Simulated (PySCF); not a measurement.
An unknown is described by computed data only.

Elements present: C, H, P and Si. Monoisotopic mass: 90.0055 u.

- UV, first state: lowest singlet excitation: 5.70 eV (217 nm, f = 0.000) [TDDFT B3LYP/def2-SVPD]
- Dipole: 0.59 D [B3LYP/def2-SVPD]
- Rotational structure: rotational constants A, B, C: 10.420, 2.390, 2.344 GHz [GFN2-xTB]
- Polarisability: 79.8 au [B3LYP/def2-SVPD]
- Triplet: lowest triplet excitation (Tamm–Dancoff): 4.78 eV [TDA B3LYP/def2-SVPD]
- NMR, other nuclei: isotropic shieldings of nuclei other than C and H, by class: 489 (1 Si), 618 (1 P) ppm [GIAO PBE0/pcSseg-1]
- 13C NMR: chemical shifts (computed TMS as zero) by class: -2.6 (2 C) ppm [GIAO PBE0/pcSseg-1]
- UV, strongest line: among the 8 lowest singlet transitions: S3 at 6.12 eV (203 nm, f = 0.168) [TDDFT B3LYP/def2-SVPD]

Gas-phase values; electronic properties from PySCF, density fitting. Levels stand in brackets. Isolated species at its GFN2-xTB geometry (one conformer only). NMR classes are plain means over equivalent atoms (diastereotopic ones count apart unless rotation or inversion swaps them), as if these changed places fast.

Task: Which formula fits the mass and the elements?

Result: C2H7PSi (calculated 90.0055). No other formula that holds each of these elements comes within 0.0003 u with a fitting electron parity and a possible valence count.

Task: Propose a structure and show how it fits.

Result: Numbering: `[PH2:1][SiH:2]1[CH2:3][CH2:4]1`. 2 carbons fall into 1 class: ring sp3 carbon bound to silicon [C3/C4] (-2.6 ppm, 2 C). The other shieldings belong to: 489 ppm, SiH silicon [Si2]; 618 ppm, three-coordinate phosphorus [P1]. The optimised geometry has point group Cs and is an asymmetric top. Structure: `P[SiH]1CC1`. Computed isomers that give other values at the same levels: `[H]/P=C(/C)[SiH3]` (13C chemical shifts (computed TMS as zero) by class: 235.2 (1 C), 33.8 (1 C) ppm). The assignments are read from this structure; whether some other isomer fits the data as well wasn't checked.

Conformer computed: `[PH2:1][SiH:2]1[CH2:3][CH2:4]1`: H–P1–Si2–C3 -162°, H–P1–Si2–C3 106°.
